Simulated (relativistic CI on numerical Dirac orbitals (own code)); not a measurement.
## Os50+: sensitivity of the levels to the model

Base calculation: Dirac-Coulomb-Breit CI, orbitals from a KLI potential per configuration, model QED (radiative potential, 1s self-energy scaled to tabulated hydrogen-like ionisation energies), unscaled Slater integrals.

Configuration list (outside the closed core [Ne]): 3s2 3p6 3d8, 3s2 3p5 3d9, 3s2 3p4 3d10, 3s 3p6 3d9, 3p6 3d10, 3s 3p5 3d10, 3s2 3p6 3d7 4s, 3s2 3p6 3d7 4p, 3s2 3p4 3d9 4s, 3s2 3p6 3d7 4d, 3s2 3p4 3d9 4p, 3s2 3p5 3d8 4s, 3s2 3p6 3d7 4f, 3s2 3p4 3d9 4d, 3s 3p5 3d9 4s, 3s2 3p5 3d8 4p, 3s 3p5 3d9 4p, 3s2 3p6 3d6 4s2, 3s2 3p5 3d8 4d, 3s 3p5 3d9 4d, 3s 3p6 3d8 4s, 3p6 3d9 4s, 3s2 3p6 3d6 4s 4p, 3s2 3p5 3d8 4f, 3s2 3p6 3d7 5s, 3p6 3d9 4p, 3s 3p6 3d8 4p, 3s2 3p6 3d6 4p2, 3s2 3p6 3d6 4s 4d, 3s2 3p6 3d7 5p, 3s2 3p5 3d7 4s2, 3s2 3p6 3d7 5d, 3p6 3d9 4d, 3s2 3p6 3d6 4p 4d, 3s 3p6 3d8 4d, 3s2 3p6 3d7 5f. Levels of other configurations are missing.

The lowest level and the first level of each name with at least 55 % of one term (blank where a level has no safe partner in the second run):

```tsv
Level	Base (eV)	Shift (eV)
3s2 3p6 3d8 3F_4	0.00	0.00
3s2 3p6 3d8 3F_3	74.42	+0.01
3s2 3p6 3d8 3P_1	89.89	+0.01
3s2 3p6 3d8 1G_4	89.90	+0.01
3s2 3p6 3d8 3F_2	156.23	+0.02
3s2 3p5 3d9 3F°_4	451.26	-0.17
3s2 3p5 3d9 3D°_3	477.73	-0.16
3s2 3p5 3d9 3P°_0	549.33	-0.16
3s2 3p5 3d9 3F°_3	551.69	-0.16
3s2 3p5 3d9 3F°_2	885.08	-0.17
3s2 3p4 3d10 3P_2	933.56	-0.18
3s2 3p4 3d10 1S_0	956.93	-0.17
3s 3p6 3d9 3D_3	1066.36	-0.05
3s 3p6 3d9 3D_1	1143.89	-0.05
3s2 3p4 3d10 3P_1	1287.96	-0.24
3s2 3p4 3d10 1D_2	1303.90	-0.23
3s 3p5 3d10 3P°_2	1520.64	-0.07
3s 3p5 3d10 1P°_1	1557.35	-0.04
3s2 3p4 3d10 3P_0	1657.70	-0.29
3s2 3p6 3d7 4s 5F_5	1779.15	+0.32
3s2 3p6 3d7 4s 5F_4	1854.33	+0.51
3s2 3p6 3d7 4s 5P_3	1866.72	+0.50
```

At this charge energies of transitions that change n are usually good to better than 1 %, and those within a shell (Δn = 0) to a few per cent.

Q: One thing was changed in a second run, which moved the levels as shown. Which?
A. QED terms removed
B. Breit term removed
C. one mean potential for all configurations
D. configuration mixing switched off

A: C. One mean potential for all configurations. One potential for all configurations removes the relaxation of the orbitals, which moves whole configurations and changes the integrals a little.

LS names give the leading component of a level, which can be under half, so a name can repeat, a term be missing and a line seem to break the LS rules.
